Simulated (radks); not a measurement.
Question: These are the eigenvalues of the occupied orbitals of an atom or ion with whole-number occupations (eV). All-electron calculation, Dirac Kohn-Sham, PBEsol, spin-unpolarised, spherical densities, finite nucleus; Fermi nuclear charge, rms radius of each element as measured or else 0.836 A^(1/3) + 0.57 fm. Program: a radial shooting solver on a logarithmic mesh with Libxc functionals.

| orbital | eigenvalue |
|---|---|
| 1s1/2 | -19806.66 |
| 2s1/2 | -2802.555 |
| 2p1/2 | -2579.244 |
| 2p3/2 | -2472.785 |
| 3s1/2 | -482.2052 |
| 3p1/2 | -397.2310 |
| 3p3/2 | -379.6976 |
| 3d3/2 | -229.3226 |
| 3d5/2 | -226.0020 |
| 4s1/2 | -70.9045 |
| 4p1/2 | -46.8241 |
| 4p3/2 | -44.3392 |
| 4d3/2 | -10.4747 |
| 4d5/2 | -10.2597 |

Which element is it, and in what charge state? The configuration may be excited. Open shells, if any, fill j = l - 1/2 first.

Answer: Z = 42, molybdenum, charge +1: Mo+ in [Kr] 4d5. The list shows which subshells hold electrons but not how many an open one holds; the 1s level, -727.88 hartree, gives Z - s = 38.2 by -(Z - s)^2/2, which with screening and relativity narrows Z to a few neighbours, and the depths of the outer levels then fix element, charge and occupations together.
